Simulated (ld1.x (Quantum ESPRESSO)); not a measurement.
**F (Z = 9), TM: configuration errors across variants**

fluorine (F), norm-conserving Troullier–Martins (Kleinman–Bylander form), made with ld1.x (Quantum ESPRESSO) 7.5 (PBE, non-relativistic). Core [He], reference 2s2 2p5. Waves: 2p (bound): rc 1.05 bohr; 2s (bound): rc 0.50 bohr. Local part: the s channel. Core correction: a·sin(br)/r model core, default radius (core density twice the valence density).

All-electron excitation energies from the reference (eV): (1) 2s2 2p4 19.402; (2) 2s2 2p3 57.796; (3) 2s2 2p2 118.439; (4) 2s2 2p4.5 7.549; (5) 2s2 2p1 204.237; (6) 2s1 2p5 38.408; (7) 2s2 2p5.3 -2.673.

Errors AE − PS in meV (a dash: test not solved or not reliable):

| change | (1) | (2) | (3) | (4) | (5) | (6) | (7) | bound ghosts |
| --- | --- | --- | --- | --- | --- | --- | --- | --- |
| base | +4.3 | +49 | +238 | +0.5 | +776 | +0.2 | 0.0 | none |
| wave 2p (bound): rc 1.05 bohr becomes 2p (bound): rc 0.72 bohr | +1.2 | +13 | +63 | +0.1 | +218 | +11 | 0.0 | none |
| wave 2p (bound): rc 1.05 bohr becomes 2p (bound): rc 0.86 bohr | +2.1 | +23 | +114 | +0.2 | +382 | +10 | 0.0 | none |
| wave 2p (bound): rc 1.05 bohr becomes 2p (bound): rc 0.98 bohr | +3.2 | +37 | +179 | +0.4 | +591 | +5.6 | 0.0 | none |
| wave 2p (bound): rc 1.05 bohr becomes 2p (bound): rc 1.08 bohr | +4.8 | +55 | +263 | +0.6 | +852 | -2.1 | 0.0 | none |
| wave 2p (bound): rc 1.05 bohr becomes 2p (bound): rc 1.38 bohr | +16 | +165 | +732 | +2.0 | +2209 | -49 | +0.1 | none |
| wave 2p (bound): rc 1.05 bohr becomes 2p (bound): rc 1.58 bohr | +30 | +290 | +1221 | +4.0 | +3525 | -97 | +0.2 | none |

Problem. Give the same row for: wave 2p (bound): rc 1.05 bohr becomes 2p (bound): rc 1.24 bohr.

Solution. +8.5, +94, +436, +1.0, +1369, -19, 0.0; bound ghosts: none.
